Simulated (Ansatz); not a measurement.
Name a neutral molecule of B, F, Si, Sn and H with LUMO energy (PBE/def2-TZVPP) between -4.20 and -3.90 eV and HOMO–LUMO gap (PBE0/def2-TZVPP) between 4.50 and 4.80 eV (Ansatz, PBE0-D4/def2-TZVP geometry).

`F[SiH2][BH][SnH3]` (-4.05 eV, 4.71 eV). Other molecules can fit too; these were computed, each in one conformer that needn't be the lowest.
